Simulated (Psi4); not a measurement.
ClCu (SMILES [Cl][Cu]), singlet, geometry from GFN2-xTB (such geometries of metal compounds can be far from the true shape), with bond 1-2 at 1.3 times its length.

The Psi4 input:
```
memory 2 GB

molecule {
0 1
Cu    0.00000000    0.00000000   -1.37297968
Cl    0.00000000    0.00000000    1.29274060
}

set {
  basis 6-31g*
}

energy('cam-b3lyp')
print_variables()
```

Problem. What does this run give for the total energy, nuclear repulsion energy, number of basis functions?

Solution. 
The total energy is -2100.4436 Eh, the nuclear repulsion energy is 97.8664 Eh and the number of basis functions is 58.
